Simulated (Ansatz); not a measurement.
## Abstraction of H: C2H6OSi + CH5GeO2 → C2H5OSi + CH6GeO2

Species: C2H6OSi `C=C[SiH2]O`, singlet; CH5GeO2 `C[O][GeH][OH]`, doublet; C2H5OSi `C=C[SiH]O`, doublet; CH6GeO2 `C[O][GeH2][OH]`, singlet. A radical takes H: the energy is the difference in strength between the Si–H bond broken and the Ge–H bond made.

Shapes, held fixed at every level: PBE0-D4/def2-TZVP. Flexible molecules stand in one conformer, not always the lowest. Programs: Ansatz 0.2.0. The zero-point and thermal change to 298 K, harmonic and unscaled (PBE0-D4/def2-TZVP), is -1.2 kJ/mol.

```
               level                    kind  ΔH(298 K) (kJ/mol)  less CCSD(T)/def2-TZVPP  CPU time (sum over the molecules)
        MP2/def2-SVP     perturbation theory               +45.7                    +13.0                                  –
r2SCAN-D4/def2-TZVPP                meta-GGA               +33.2                     +0.5                               66 s
 B3LYP-D4/def2-TZVPP           global hybrid               +41.3                     +8.6                               58 s
 BHLYP-D4/def2-TZVPP           global hybrid               +37.1                     +4.4                               47 s
  PBE0-D4/def2-TZVPP           global hybrid               +32.5                     -0.2                               43 s
  wB97M-V/def2-TZVPP  range-separated hybrid               +46.6                    +13.9                            2.4 min
    CCSD(T)/def2-SVP   coupled cluster or CI               +30.8                     -1.9                            1.7 min
  CCSD(T)/def2-TZVPP   coupled cluster or CI               +32.7                      0.0                             36 min
```

The highest level, CCSD(T)/def2-TZVPP, gives ΔH(298 K) = +32.7 kJ/mol; the levels span +30.8 to +46.6. The column of differences is taken from that level and isn't an error. No measured value is set beside it here. Spin contamination: C2H5OSi (⟨S²⟩ up to 0.87). Open shells run unrestricted. Relativity is left out for Ge. Outer-core shells of Ge are correlated, in sets that cover them unevenly. Times are processor times on shared x86 and Arm servers, and rough.
